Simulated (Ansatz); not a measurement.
Two members of one family (Series SnX4), computed with Ansatz in the gas phase; def2 core potentials for Sn, no spin–orbit coupling. The two geometries come from different levels. A negative affinity means that the extra electron isn't bound at that geometry and level; within about 0.2 eV of zero the sign isn't settled. Binding counts from free atoms in the multiplicity of their measured ground term, without zero-point energy. A dash marks a value that wasn't run or was left out as unsound. The structures are stationary points that may keep the symmetry of their start. Remarks come from the PBE and PBE0 runs and from stability tests at other levels; not every state was tested. A HOMO above zero means that the electron is unbound at that level and held by the basis, or that self-interaction error raises the level; the energy of removing that electron tells which. HOMO above LUMO (over both spins in singlets and doublets, within one spin in higher multiplets; at PBE or PBE0), or a gap under 0.15 eV within one spin, warns that the state may not be the lowest or that an electron is smeared out.

First: Sn(OH)4 (singlet, charge 0, r2SCAN-D4/def2-SVP geometry).

```xyz
9

Sn   -0.0002    0.0001    0.0002
O     1.7997   -0.3190    0.7450
H     1.7852   -0.2133    1.7081
O     0.2890    0.6116   -1.8540
H     1.1443    1.0612   -1.9267
O    -0.8770    1.2602    1.2410
H    -1.8392    1.1502    1.2029
O    -1.2120   -1.5522   -0.1321
H    -1.0898   -1.9987   -0.9844
```

```json
{"level": "PBE-D4/def2-TZVPD", "HOMO (eV)": "-7.50", "LUMO (eV)": "-3.06", "gap (eV)": "4.44", "vertical EA (eV)": "0.74", "vertical triplet (eV)": "–", "binding per atom (eV)": "3.71"}
{"level": "r2SCAN-D4/def2-TZVP", "HOMO (eV)": "-7.80", "LUMO (eV)": "-2.63", "gap (eV)": "5.17", "vertical EA (eV)": "–", "vertical triplet (eV)": "4.75", "binding per atom (eV)": "3.61"}
{"level": "PBE0-D4/def2-SVP", "HOMO (eV)": "-8.81", "LUMO (eV)": "-1.59", "gap (eV)": "7.22", "vertical EA (eV)": "–", "vertical triplet (eV)": "–", "binding per atom (eV)": "3.45"}
{"level": "PBE0-D4/def2-TZVP", "HOMO (eV)": "-9.16", "LUMO (eV)": "-1.93", "gap (eV)": "7.23", "vertical EA (eV)": "–", "vertical triplet (eV)": "5.18", "binding per atom (eV)": "3.53"}
{"level": "PBE0-D4/def2-TZVPD", "HOMO (eV)": "-9.24", "LUMO (eV)": "-2.12", "gap (eV)": "7.12", "vertical EA (eV)": "0.54", "vertical triplet (eV)": "–", "binding per atom (eV)": "3.54"}
```

Remarks: HOMO above zero (-1 doublet), gap within one spin near zero at PBE or PBE0 (triplet).

Second: Sn(SiH3)4 (singlet, charge 0, B3LYP-D4/def2-SVP geometry).

```xyz
17

Sn   -0.001    0.002   -0.008
Si    0.078   -2.565    0.295
H    -0.006   -2.915    1.744
H     1.354   -3.113   -0.256
H    -1.065   -3.208   -0.419
Si   -2.290    0.897    0.799
H    -2.451    0.641    2.262
H    -3.401    0.216    0.068
H    -2.389    2.367    0.557
Si    0.337    0.586   -2.506
H    -0.747   -0.025   -3.332
H     1.652    0.065   -2.982
H     0.310    2.067   -2.700
Si    1.875    1.085    1.406
H     1.644    0.805    2.855
H     1.894    2.564    1.201
H     3.206    0.531    1.018
```

**Question.** Estimate the same table for the second.

**Answer.** 
```tsv
level	HOMO (eV)	LUMO (eV)	gap (eV)	vertical EA (eV)	vertical triplet (eV)	binding per atom (eV)
PBE-D4/def2-TZVPD	-6.61	-1.45	5.16	-0.17	–	2.84
r2SCAN-D4/def2-TZVP	-6.83	-1.07	5.77	–	5.15	2.88
PBE0-D4/def2-SVP	-7.62	-0.32	7.30	–	–	2.84
PBE0-D4/def2-TZVP	-7.58	-0.56	7.02	–	5.26	2.85
PBE0-D4/def2-TZVPD	-7.58	-0.63	6.95	-0.46	–	2.85
```

Remarks: HOMO above zero (-1 doublet).
